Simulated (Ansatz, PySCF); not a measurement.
This Ansatz (a quantum-chemistry and plane-wave program) input computes a SVWN5/def2-TZVPD energy:

Ansatz 0.2 input:
```yaml
crystal:
  periodic: [false, false, false]
  atoms:
    - {symbol: Si, position_ang: [0.00405578, -0.74173771, 0.03312218]}
    - {symbol: Br, position_ang: [-0.08803711, 0.52170067, -1.81712894]}
    - {symbol: Br, position_ang: [0.08145254, 0.68251338, 1.76335495]}
    - {symbol: N, position_ang: [1.38017231, -1.71135397, 0.21874984]}
    - {symbol: N, position_ang: [-1.36130597, -1.73900050, -0.06467480]}
    - {symbol: H, position_ang: [1.56693502, -2.44897016, -0.44345118]}
    - {symbol: H, position_ang: [2.22132890, -1.33523224, 0.62543835]}
    - {symbol: H, position_ang: [-2.20631908, -1.40982626, -0.50285819]}
    - {symbol: H, position_ang: [-1.54033008, -2.41665370, 0.66072486]}
basis:
  gaussian:
    orbitals: def2-TZVPD
hamiltonian:
  xc: {name: SVWN5}
output: {forces: true}
```

### Question
Write an input for the same energy in PySCF and say what it gives.

### Answer

```python
from pyscf import gto, scf, dft

mol = gto.M(
    atom='''
    Si    0.00405578   -0.74173771    0.03312218
    Br   -0.08803711    0.52170067   -1.81712894
    Br    0.08145254    0.68251338    1.76335495
    N     1.38017231   -1.71135397    0.21874984
    N    -1.36130597   -1.73900050   -0.06467480
    H     1.56693502   -2.44897016   -0.44345118
    H     2.22132890   -1.33523224    0.62543835
    H    -2.20631908   -1.40982626   -0.50285819
    H    -1.54033008   -2.41665370    0.66072486
    ''',
    basis='def2-tzvpd',
    charge=0,
    spin=0,
    verbose=4,
)

mf = dft.RKS(mol, xc='svwn').density_fit(auxbasis='def2-universal-jkfit')
mf.grids.level = 3
mf.conv_tol = 1e-9
mf.max_cycle = 100
mf.max_memory = 1500
mf.kernel()
if not mf.converged:
    mf = mf.newton()
    mf.kernel(mf.make_rdm1())
mf.analyze()
```
It gives -5540.81931 Eh, and Ansatz -5540.81920 Eh, a difference of 0.11 mEh, from the treatment of integrals and grids.
